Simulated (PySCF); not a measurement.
CdGeH3I, SMILES [GeH3][Cd][I].

Geometry optimised at r2SCAN-D4/def2-SVP. The structure was generated by enumeration; whether it is a known compound was not checked. The def2 effective core potentials stand for the cores of Cd, I; spin–orbit coupling is left out.

The numbers are results of r2SCAN-D4/def2-SVP run with PySCF, not measurements.

Frequencies are harmonic and unscaled.

Modes within 1.5 cm⁻¹ of each other (mostly degenerate sets) share a row, with their intensities summed.

| mode | ν (cm⁻¹) | IR (km/mol) | Raman (Å⁴/amu) | depolarisation | moving atoms (share of kinetic energy) |
|---|---|---|---|---|---|
| 1–2 | 53 | 4.0 | 0.0 | – | Cd 62 %, Ge 21 %, I 14 % |
| 3 | 155 | 7.6 | 24.0 | 0.25 | Ge 50 %, I 47 % |
| 4 | 260 | 17.3 | 1.3 | 0.09 | Cd 62 %, Ge 24 %, I 13 % |
| 5–6 | 418 | 5.0 | 1.3 | 0.75 | H 95 % |
| 7 | 774 | 356.8 | 3.4 | 0.60 | H 97 % |
| 8–9 | 889 | 63.7 | 52.9 | 0.75 | H 99 % |
| 10 | 2133 | 92.7 | 400.6 | 0.01 | H 100 % |
| 11–12 | 2148 | 190.3 | 355.4 | 0.75 | H 98 % |
